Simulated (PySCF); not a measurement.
Computed IR spectrum (relative IR intensity) of a molecule C3H5ClOSi. Coordinates come from a B3LYP-D3(BJ)/def2-SVP optimisation. The values are those of a single conformer. Level of theory: B3LYP-D3(BJ)/def2-SVP in PySCF. Frequencies are harmonic and unscaled.

Lines under 2 % of the strongest are left out, and lines within 2 cm⁻¹ are merged.

ν (cm⁻¹): 165 (w), 186 (w), 207 (w), 280 (w), 486 (w), 515 (w), 652 (m), 726 (w), 817 (s), 856 (m), 879 (m), 899 (w), 933 (vs), 974 (m), 1217 (vw), 2049 (w), 2222 (s), 2273 (m), 3873 (m) (against the strongest line: vs over 80 %, s over 45 %, m over 15 %, w over 4 %, vw less)

Task: Identify the compound among the candidates.
A) O=C1CC[Si@H]1Cl
B) O[Si@@H]1C=C(Cl)C1
C) Cl[SiH2]C1=COC1
D) C=C=C(Cl)[SiH2]O

Result: D, C=C=C(Cl)[SiH2]O
